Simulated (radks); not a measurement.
Ionisation of neutral arsenic, [Ar] 3d10 4s2 4p3, to [Ar] 3d10 4s2 4p2 as the strength of local exchange is varied. Method: scalar-relativistic Kohn-Sham, Slater X-alpha exchange (alpha = 2/3 is LDA exchange), no correlation, spin-polarised, spherical densities, point nucleus; open shells are filled with parallel spins first; computed with a radial shooting solver on a logarithmic mesh with Libxc functionals.

alpha  E(As) (hartree)  exchange (hartree)  IE (eV)  -e of the level emptied (eV)  <r> of it (bohr)
0.631      -2250.72330           -73.29597    8.748                    4.888 (4p)             2.590
0.663      -2254.44709           -77.14219    9.084                    5.186 (4p)             2.560
0.667      -2254.91301           -77.62383    9.126                    5.223 (4p)             2.557
0.757      -2265.42179           -88.51185   10.101                    6.099 (4p)             2.480
0.832      -2274.21672           -97.65964   10.948                    6.868 (4p)             2.421
0.908      -2283.16373          -106.99825   11.835                    7.683 (4p)             2.366
0.913      -2283.75358          -107.61506   11.895                    7.738 (4p)             2.362
1.043      -2299.14268          -123.75707   13.485                    9.216 (4p)             2.276

NIST Atomic Spectra Database: 9.789 eV (measured). The Delta-SCF value meets it near alpha = 0.73. Open shells are spherical and high-spin; term and fine-structure splittings are not resolved.
